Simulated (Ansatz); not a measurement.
Program: Ansatz. Geometries: PBE0-D4/def2-TZVP. ΔE: electronic, gas phase. CCSD(T)/CBS is the MP2 limit (def2-TZVPP, def2-QZVPP) plus CCSD(T) − MP2 in def2-TZVPP, frozen cores. This one scheme is used for every species. Functionals use def2-TZVPP. B3LYP here is the variant with VWN-RPA as its local correlation; programs differ in this. HSE06 is defined as in plane-wave codes. For Ge outer-core shells are correlated without core-valence functions, which leaves a few kJ/mol of doubt a bond. Scalar relativity is left out up to krypton. One conformer a species, not always the lowest.

`[SiH3][SiH2][GeH2][GeH2][SiH2][GeH3]` + `N#C[SiH3]` → `N#[C][GeH3]` + `[SiH3][SiH2][GeH2][GeH2][SiH2][SiH3]`  (redistribution)

```
             level  ΔE (kJ/mol)
         r2SCAN-D4         29.6
          B3LYP-D4         30.9
              PBE0         27.0
             HSE06         27.1
         CAM-B3LYP         30.0
     HF/def2-TZVPP         28.4
SCS-MP2/def2-TZVPP         30.0
      HF/CBS(def2)         28.2
```

**Question.** What does CCSD(T)/CBS give? (Best estimate.)

**Answer.** Computed: +30.3 kJ/mol. The listed levels differ from it by -0.7, 0.6, -3.3, -3.2, -0.3, -1.9, -0.3, -2.1 kJ/mol.

Largest T1 diagnostic among the species: 0.013.

Leaving LDA and LC-ωPBE aside and taking each functional with its dispersion term where it has one, the values, not all of them listed here, spread over 6.0 kJ/mol, from B97M-V to BHLYP-D4. At CCSD(T), def2-SVP lies −4.5 kJ/mol from the extrapolated value and def2-TZVPP −2.8 kJ/mol.
